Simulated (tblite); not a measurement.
C₇H₁₃NSi₂.
Numbering: `[SiH3:1][CH2:2][CH2:3][SiH2:4][c:5]1[cH:6][cH:7][cH:8][cH:9][n:10]1` (hydrogens: H11, H12, H13 on Si1; H14, H15 on C2; H16, H17 on C3; H18, H19 on Si4; H20 on C6; H21 on C7; H22 on C8; H23 on C9)

Computed geometry: GFN2-xTB, gas phase.

Task: Give the optimised bond lengths and angles.

Result: 
| bond | length (pm) | order |
| --- | --- | --- |
| Si1–C2 | 190.2 | single |
| C2–C3 | 152.9 | single |
| C3–Si4 | 189.5 | single |
| Si4–C5 | 189.3 | single |
| C5–C6 | 139.2 | aromatic |
| C6–C7 | 138.4 | aromatic |
| C7–C8 | 138.6 | aromatic |
| C8–C9 | 138.7 | aromatic |
| C9–N10 | 132.0 | aromatic |
| C5–N10 | 133.1 | aromatic |
| Si1–H11, Si1–H12, Si1–H13 | 146.5 | single |
| C2–H14, C2–H15 | 109.2 | single |
| C3–H16, C3–H17 | 109.1 | single |
| Si4–H18, Si4–H19 | 147.2 | single |
| C6–H20 | 108.0 | single |
| C7–H21 | 108.1 | single |
| C8–H22 | 107.9 | single |
| C9–H23 | 108.3 | single |

Bonds in one row agree within 1 pm and their mean is given. Orders are formal, as drawn. A selection of angles:
| angle | degrees |
| --- | --- |
| Si1–C2–C3 | 112.6 |
| C2–C3–Si4 | 112.8 |
| C3–Si4–C5 | 109.2 |
| Si4–C5–C6 | 122.5 |
| Si4–C5–N10 | 116.1 |
| C6–C5–N10 | 121.4 |
| C5–C6–C7 | 119.5 |
| C6–C7–C8 | 118.6 |
| C7–C8–C9 | 117.9 |
| C8–C9–N10 | 123.5 |
| C5–N10–C9 | 119.2 |

Torsions: Si1–C2–C3–Si4 178° (antiperiplanar); C2–C3–Si4–C5 -173° (antiperiplanar); C3–Si4–C5–C6 -179° (antiperiplanar). The mirror-image conformer, all signs reversed, is as good.

The 5 C–C bonds span 1.384 Å (C6–C7, aromatic) to 1.529 Å (C2–C3, drawn single), a spread of 0.145 Å. Si4 (SiH2 silicon) is tetrahedral (angles from 107.5° to 111.6°). The 6-membered ring C5–C6–C7–C8–C9–N10 has internal angles of 117.9° to 123.5°; it is planar, 0.00 Å rms from its mean plane, widest ring torsion 0°. Si1 (SiH3 silicon) is tetrahedral (angles from 109.4° to 109.7°).

Point group: near Cs, missed by 0.39 Å at most; the miss may be what the optimiser left on a soft mode. Its lowest GFN2-xTB frequency is 11 cm⁻¹, too small to tell a flat minimum from a shallow saddle. The numbers are those of one conformer.
